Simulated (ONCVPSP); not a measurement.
# Pseudopotential generation for cobalt: ONCV, revPBE, scalar-relativistic.

```
Element                 : cobalt (Co)
Generator               : ONCVPSP 4.0.1
Type                    : optimised norm-conserving Vanderbilt (ONCV)
Functional              : revPBE
Relativity              : scalar-relativistic
Frozen core             : [Ne] 3s2
Valence charge          : 15
Reference configuration : 3p6 3d7 4s2
Partial waves           : 4s: rc 2.15 bohr, ncon 4, nbas 9, qcut 3.7 1/bohr, 1 projector; 3p: rc 0.70 bohr, ncon 5, nbas 9, qcut 12 1/bohr, 1 projector; 3d: rc 1.55 bohr, ncon 4, nbas 8, qcut 10.9 1/bohr, 2 projectors, debl 1.9 Ha
Local potential         : polynomial inside 0.65 bohr (lpopt 5, dvloc0 -1 Ha)
Core correction         : polynomial model core, fcfact 0.7
```

Calculated quality:

| Quantity | Value |
| --- | --- |
| Cutoffs needed | 70 Ha and 149 Ha (the cutoffs (Ha) at which the residual kinetic energy of the hardest occupied pseudo-wave falls to 1 and 0.1 mHa per electron) |
| Ghost test | ghosts flagged at negative energy: s at -425.3 eV; no localised positive-energy state flagged; a true bound ghost makes a file unfit for plane-wave use |
| Configuration tests | 1 of 4 tests not solved or not reliable |
| rms error of d²Exc/dni dnj | 3.33 mHa without and 0.65 mHa with the model core |

Generation and tests took about 3.3 s on one core of a shared server CPU.
